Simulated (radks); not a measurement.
Q: These are the eigenvalues of the occupied orbitals of an atom or ion with whole-number occupations (hartree). All-electron calculation, scalar-relativistic Kohn-Sham, PBE, spin-polarised, spherical densities, finite nucleus; Fermi nuclear charge, rms radius of each element as measured or else 0.836 A^(1/3) + 0.57 fm. Program: a radial shooting solver on a logarithmic mesh with Libxc functionals.

orbital  eigenvalue
1s down   -2399.014
1s up     -2399.014
2s up     -410.7579
2s down   -410.7555
2p up     -360.8153
2p down   -360.8134
3s up     -94.01838
3s down   -94.01829
3p up     -79.09153
3p down   -79.09132
3d up     -61.40399
3d down   -61.40280
4s up     -19.38131
4s down   -19.38004
4p up     -14.48291
4p down   -14.48182
4d up      -8.14700
4d down    -8.14551
5s up      -3.02579
5s down    -2.99768
5p up      -1.87678
5p down    -1.83630
4f up      -1.17269
4f down    -1.16596
5d up      -0.63695

Which element is it, and in what charge state? The configuration may be excited. Open shells, if any, are filled with parallel spins first.

A: Z = 72, hafnium, charge +2: Hf2+ in [Xe] 4f14 5d2. The list shows which subshells hold electrons but not how many an open one holds; the 1s level, -2399 hartree, gives Z - s = 69.3 by -(Z - s)^2/2, which with screening and relativity narrows Z to a few neighbours, and the depths of the outer levels then fix element, charge and occupations together.
